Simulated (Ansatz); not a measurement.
Stepwise reaction of `C[Si](O)(O)[SiH3]` with ammonia, as a gas-phase model of exchange steps in deposition or etching. ΔE in kJ/mol.

Program: Ansatz. Geometries: PBE0-D4/def2-TZVP. ΔE: electronic, gas phase. CBS: MP2 limit from def2 TZ/QZ plus the TZ coupled-cluster correction, frozen cores. This one scheme is used for every species. DFT in def2-TZVPP. B3LYP here is the variant with VWN-RPA as its local correlation; programs differ in this. Each species was taken in one conformer, which may not be the lowest.

```json
{"step": "2", "reaction": "`C[Si](N)(O)[SiH3]` + NH₃ → `C[Si](N)(N)[SiH3]` + H₂O", "PBE-D4": "44.8", "B3LYP-D4": "48.4", "ωB97M-V": "48.3", "CCSD(T)/CBS": "45.2"}
```

Question: Give the row of step 1, `C[Si](O)(O)[SiH3]` + NH₃ → `C[Si](N)(O)[SiH3]` + H₂O. (Best estimate.)

Answer: Computed: 
```
step                                               reaction  PBE-D4  B3LYP-D4  ωB97M-V  CCSD(T)/CBS
   1  `C[Si](O)(O)[SiH3]` + NH₃ → `C[Si](N)(O)[SiH3]` + H₂O    38.2      42.1     41.7         39.5
```

Question: By hand: ΔE of the 2 steps together at CCSD(T)/CBS.

Answer: (39.5) + (45.2) = 84.7 kJ/mol, or 42.4 kJ/mol a step.

In ΔE each step is higher than the one before. All are uphill at CCSD(T)/CBS. PBE-D4 differs from CCSD(T)/CBS by -1.3 to -0.4 kJ/mol a step. Isolated molecules leave out the surface, adducts and barriers. Largest T1 diagnostic: 0.012.
